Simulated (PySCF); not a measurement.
## Mayer bond orders and bond lengths

[SiF6]2- (charge -2).
Cartesian coordinates in Å at the PBE0-D3(BJ)/def2-SVP level; atoms count from 1:
```xyz
7
SiF6 angstrom
Si     0.0133   -0.0145   -0.0099
F      0.0121   -0.0164    1.7122
F      0.0138   -0.0132   -1.7316
F      1.7354   -0.0118   -0.0083
F     -1.7081   -0.0165   -0.0103
F      0.0107    1.7071   -0.0101
F      0.0146   -1.7367   -0.0106
```

Bond orders from the PBE0/pcSseg-1 density (PySCF). Whether so highly charged an anion holds all its electrons in the gas phase wasn't checked; a finite basis holds them in any case. The ion is multiply charged and computed without counter-ions or solvent. The pcSseg-1 basis has no diffuse functions, a weakness for an anion. The HOMO energy is positive at this level (+1.35 eV), so the outermost electrons may be held by the finite basis alone.

Task: Give the Mayer order of every bond, beside its length.

Result: 
```json
{"bond": "Si1–F2", "length (Å)": "1.722", "Mayer order": "0.688"}
{"bond": "Si1–F3", "length (Å)": "1.722", "Mayer order": "0.689"}
{"bond": "Si1–F4", "length (Å)": "1.722", "Mayer order": "0.689"}
{"bond": "Si1–F5", "length (Å)": "1.721", "Mayer order": "0.689"}
{"bond": "Si1–F6", "length (Å)": "1.722", "Mayer order": "0.689"}
{"bond": "Si1–F7", "length (Å)": "1.722", "Mayer order": "0.688"}
```

Task: Sum the orders of all bonds at each heavy atom with more than one neighbour.

Result: Si1 4.132. Orders between atoms that aren't bonded are not in these sums.

For a closed shell the Mayer order of atoms A and B is Σ (PS)μν (PS)νμ over the basis functions μ on A and ν on B, with P the density and S the overlap matrix.
